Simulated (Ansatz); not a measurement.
A nudged elastic band was laid between two geometries of GeH$_{7}$SSbSn (11 atoms, charge 0, multiplicity 1).

All numbers below come from RKS PBE-D4/def2-SVP (Ansatz 0.2.0).

| Quantity | Value |
| --- | --- |
| movable images | 7 |
| climbing image | yes |
| spring | 5.0 eV/Å² |
| optimiser | quadratic models (default) |
| start path | IDPP |
| force threshold | 0.05 eV/Å |
| iteration limit | 51 |
| end points | relaxed |

First end point:

```xyz
11
Properties=species:S:1:pos:R:3
S -0.552 2.468 0.383
Sb 1.199 0.882 -0.440
Ge 0.939 -0.566 1.764
Sn -0.733 -0.712 -1.779
H -0.038 3.525 -0.306
H 1.726 0.109 2.919
H 1.521 -1.987 1.518
H -0.556 -0.690 2.159
H -2.013 -1.126 -0.690
H -1.382 0.212 -3.090
H -0.048 -2.174 -2.418
```

Last end point:

```xyz
11
Properties=species:S:1:pos:R:3
S 0.682 2.429 0.413
Sb 1.287 0.329 -0.806
Ge 1.064 -1.048 1.448
Sn -1.430 -0.188 -1.460
H 1.386 3.225 -0.442
H -0.167 -0.565 2.260
H 2.351 -0.855 2.294
H 0.897 -2.558 1.119
H -2.402 -0.150 -0.028
H -1.967 1.052 -2.541
H -1.635 -1.727 -2.236
```

(1) Which bonds break or form, and what moves?

(2) What energy profile does the band end with?

(3) What is the geometry of the highest image?

## Answers

(1) No bond is made or broken. The dihedral Sn4–Sb2–Ge3–H6 goes from -172 to -51°. The two ends are copies of one structure, up to a mirror image or an exchange of like atoms.

(2) The run converged. The highest image is number 4 of 0 to 8, 0.040 eV above the ends, which have the same energy within 2 meV. A vibrational analysis at the climbing image gives one clearly imaginary mode, 81i cm⁻¹: a first-order saddle point.

```tsv
image	path coordinate (Å)	energy (eV)	dihedral Sn4–Sb2–Ge3–H6 (°)
0	0.00	0.000	-172
1	0.62	0.006	-157
2	1.24	0.019	-143
3	1.86	0.033	-128
4	2.48	0.040	-112
5	3.09	0.035	-97
6	3.71	0.021	-82
7	4.32	0.006	-66
8	4.94	0.000	-51
```

(3) 
```xyz
11
Properties=species:S:1:pos:R:3
S 0.375 2.531 0.369
Sb 1.289 0.450 -0.674
Ge 1.033 -0.932 1.587
Sn -1.280 -0.347 -1.584
H 1.090 3.344 -0.460
H 0.942 0.069 2.768
H 2.292 -1.825 1.771
H -0.220 -1.852 1.592
H -2.411 -0.338 -0.274
H -1.801 0.778 -2.793
H -1.244 -1.936 -2.281
```

Time of the run: 2.5 min on 2 threads of Arm Neoverse V1 (shared host), peak memory 0.21 GiB.
